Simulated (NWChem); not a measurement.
# CH3F2NSi2; SMILES F[Si]1(F)N=C[SiH2]1

```xyz
9

F     -0.2187    -1.6047     1.2801
Si    -0.0413    -0.6530     0.0000
F     -0.2187    -1.6047    -1.2801
N      1.5166     0.2107     0.0000
C      1.1049     1.4390     0.0000
Si    -0.8333     1.5292     0.0000
H      1.8413     2.2538     0.0000
H     -1.4529     2.1279    -1.2143
H     -1.4529     2.1279     1.2143
```
Atoms are numbered in this order, from 1.

Computed with NWChem. Geometry: optimised at B3LYP/6-31G* (spherical d).

### Question
Estimate the computed values for PBE/def2-SVP. Quantities: highest occupied level (eV); orbital gap (eV); dipole (D).

### Answer
The highest occupied level (eV) is -5.87 and the orbital gap (eV) is 3.17. The dipole (D) is 2.79.
